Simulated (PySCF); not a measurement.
**Dipole response of Cl⁻ (chlorine, charge -1)**

[Ar], closed-shell 1S. Computed with PySCF 2.14 in aug-cc-pV(Q+d)Z, with the non-relativistic Hamiltonian (point nucleus). Coupled (time-dependent) response in atomic units; α is the mean over directions.

```
 method  mean α (bohr³)  C₆ (like pair)  S(−4)
    UHF           28.77           251.2  235.9
   PBE0           32.92           298.6  339.1
LC-wPBE           30.86           274.4  283.7
```

S(−4) is the Cauchy moment in α(ω) = α(0) + S(−4) ω² + …

α(iu) at LC-wPBE:

```tsv
u (hartree)	α(iu) (bohr³)
0	30.86
0.0500	30.17
0.100	28.35
0.200	23.31
0.300	18.51
0.500	11.80
0.750	7.273
1.00	4.866
1.50	2.586
2.00	1.600
3.00	0.7972
5.00	0.3317
```

A single London oscillator, α(iu) = α/(1 + u²/ω²), gives C₆ = (3/4) ω α². Matching the computed C₆ needs ω = 4 × 274.4 / (3 × 30.86²) = 0.384 hartree.

For an ion, C₆ is the dispersion term alone; charge-induced terms of lower order in 1/R come first.
